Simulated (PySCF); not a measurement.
Radial density of As⁺ (arsenic, charge +1)

LDA, [Ar] 3d10 4s2 4p2, high-spin 3P determinant. Calculation: PySCF 2.14, in cc-pVTZ-PP with ECP10MDF (5s4p3d1f, 39 functions); scalar relativity through the core potential. This is the valence pseudo-density: the core potential removes the inner electrons and smooths the orbitals near the nucleus.

```tsv
r (bohr)	4πr²ρ (e/bohr)	4πr²(ρα − ρβ)
0.000991	3.026e-05	0.0000
0.00167	8.504e-05	0.0000
0.00280	0.0002361	0.0000
0.00471	0.0006347	0.0000
0.00793	0.001585	0.0000
0.0133	0.003518	0.0000
0.0224	0.007098	0.0000
0.0377	0.01451	0.0000
0.0635	0.06462	0.0000
0.107	0.5485	-0.0004
0.180	3.732	0.0021
0.302	16.22	0.0707
0.508	30.57	0.1358
0.855	13.66	0.0180
1.44	3.532	0.7930
2.42	1.534	0.8513
4.07	0.1605	0.1268
6.84	0.003097	0.0030
```

Energies and moments cover only the electrons outside the core potential.
